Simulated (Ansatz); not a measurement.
One change: `BCC=O` becomes `O=CC[SiH2]O`.

Ansatz, PBE0-D4/def2-TZVP geometries, multiplicity 1. Each molecule was computed in one conformer, which needn't be the lowest.

| property | `BCC=O` |
| --- | --- |
| LUMO energy (B3LYP/def2-TZVPP) / eV | -2.02 |
| HOMO–LUMO gap (PBE0/def2-TZVPP) / eV | 5.72 |
| size of the dipole moment (ωB97M-V/def2-TZVPP) / D | 2.70 |
| size of the dipole moment (PBE/def2-TZVPP) / D | 2.47 |
| HOMO–LUMO gap (ωB97M-V/def2-TZVPP) / eV | 10.05 |
| HOMO energy (PBE/def2-TZVPP) / eV | -5.95 |

Give the same properties after the change, and the shifts. (An estimate is asked.)

Computed: 
```
                                          property  `O=CC[SiH2]O`  shift
               LUMO energy (B3LYP/def2-TZVPP) / eV          -1.46   0.56
              HOMO–LUMO gap (PBE0/def2-TZVPP) / eV           6.60   0.88
size of the dipole moment (ωB97M-V/def2-TZVPP) / D           2.85   0.15
    size of the dipole moment (PBE/def2-TZVPP) / D           2.63   0.16
           HOMO–LUMO gap (ωB97M-V/def2-TZVPP) / eV          11.22   1.17
                 HOMO energy (PBE/def2-TZVPP) / eV          -6.20  -0.25
```

With PBE0 the HOMO falls by 0.30 eV and the LUMO rises by 0.58 eV, so the gap widens by about 0.88 eV. PBE moves the HOMO by -0.25 eV and ωB97M-V by -0.29 eV. Dipoles are sizes alone; their direction can turn.

B3LYP here is the variant with VWN-RPA as its local correlation; programs differ in this.
